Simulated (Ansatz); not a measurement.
System: AlBr (charge 0, singlet). 
Structure (B3LYP-D3(BJ)/def2-TZVP (Ansatz, a program for electronic structure) minimum search):
```xyz
2

Al     0.0000     0.0000    -1.7036
Br     0.0000     0.0000     0.6328
```
Charge 0, spin multiplicity 1.

Basis-set convergence of Hartree-Fock and CCSD correlation energies (hartree) with Ansatz. Correlated levels leave the core frozen unless marked. Spin-orbit coupling is left out. The frozen core is the preceding noble-gas configuration, with the filled d and f shells of earlier blocks. No relativistic terms.

```tsv
basis	functions	E(HF)	E(corr, CCSD)
def2-SVPD	65	-2814.00618	-0.19212
def2-TZVPPD	105	-2814.40226	-0.23740
def2-QZVPPD	174	-2814.45728	-0.25736
```

Extrapolating the two largest sets (X = 3 and 4) as X^-3: E(corr) = (64·(-0.25736) - 27·(-0.23740))/37 = -0.2719 Eh, an estimate of the basis-set limit. The largest set recovers 94.6 % of it, the smallest 70.7 %.
